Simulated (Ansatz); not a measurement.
Consider the substitution at a C–O bond: `C=C[O][Ti]([Cl])([Cl])[Cl]` + `CCNC(C)(C)C` → `C=CN(CC)C(C)(C)C` + `[OH][Ti]([Cl])([Cl])[Cl]`.

Isolated molecules relaxed with PBE0-D4/def2-TZVP in Ansatz; ΔE leaves out vibrations. CCSD(T)/CBS adds triple-zeta CCSD(T) − MP2 to the extrapolated MP2 energy (def2 sets, frozen cores). Functionals use def2-TZVPP. B3LYP here is the variant with VWN-RPA as its local correlation; programs differ in this. For Ti outer-core shells are correlated without core-valence functions, which leaves a few kJ/mol of doubt a bond. Scalar relativity is left out up to krypton. Each species was taken in one conformer, which may not be the lowest.

Question: Is it downhill or uphill in electronic energy at CCSD(T)/CBS, and by how much? (Estimate.)

Answer: The calculation gave: Downhill: ΔE = -0.16 eV.

Question: What do these levels give: PBE-D4, r2SCAN-D4, ωB97X-V, B2PLYP, PBE, B3LYP, SCS-MP2/def2-TZVPP, CCSD(T)/def2-TZVPP, HF/def2-QZVPP, SCS-MP2/def2-QZVPP, MP2/CBS(def2), CCSD/CBS(def2)? (Best estimate.)

Answer: Computed: PBE-D4 -0.17, r2SCAN-D4 -0.16, ωB97X-V -0.20, B2PLYP -0.06, PBE -0.08, B3LYP 0.00, SCS-MP2/def2-TZVPP -0.15, CCSD(T)/def2-TZVPP -0.14, HF/def2-QZVPP 0.08, SCS-MP2/def2-QZVPP -0.16, MP2/CBS(def2) -0.24, CCSD/CBS(def2) -0.15 eV.

Largest T1 diagnostic among the species: 0.024, so the coupled-cluster value is less sure than usual.

The D4 term adds −0.13 eV with B3LYP and −0.08 eV with PBE0; it sums over pairs of atoms, weighted by their polarisabilities, and B3LYP, whose exchange is more repulsive, gets the larger term. From PBE to PBE0 (25 % exact exchange), in def2-TZVPP and without D4, ΔE moves by −0.03 eV. In def2-TZVPP, CCSD(T) changes the Hartree–Fock value by −0.22 eV (the triples alone add −0.01 eV) and MP2 by −0.30 eV.
